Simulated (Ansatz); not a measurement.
Born–Oppenheimer molecular dynamics of B$_{2}$Cl$_{2}$H$_{4}$ (8 atoms, charge 0, multiplicity 1). It starts from a relaxed structure.

Level of theory: RKS PBE0-D4/STO-3G in Ansatz 0.2.0.

```json
{"ensemble": "NVT, Langevin thermostat", "time step": "0.5 fs", "steps asked": "100", "set temperature": "100 K", "friction": "0.05 /fs", "seed": "882942"}
```

First frame:

```xyz
8
Properties=species:S:1:pos:R:3
B -0.367 1.212 -0.464
Cl -1.169 -0.030 0.845
B 0.366 -1.212 0.464
Cl 1.162 0.025 -0.854
H -1.054 1.278 -1.407
H 0.017 2.165 0.094
H 1.055 -1.265 1.407
H -0.010 -2.172 -0.086
```

(1) How far do the bonds stretch over the last three quarters of this one trajectory? (Pairs bonded in most of those frames.)

Answers

(1) 
```
  bond  mean (Å)  spread (Å)  shortest  longest
B1–Cl2     1.971       0.014      1.95     1.99
B1–Cl4     1.954       0.024      1.92     2.00
 B1–H5     1.170       0.020      1.14     1.21
 B1–H6     1.170       0.014      1.15     1.20
Cl2–B3     1.974       0.006      1.96     1.98
B3–Cl4     1.962       0.026      1.93     2.00
 B3–H7     1.172       0.015      1.14     1.20
 B3–H8     1.170       0.007      1.16     1.19
```

Mean temperature of the second half: 87 K. The mean temperature of the second half is 13 % below the set value. A run of 0.05 ps of so small a system gives no equilibrium averages. Limits of this set-up: minimal basis.

Time of the run: 56 s on 1 CPU thread of a shared host.
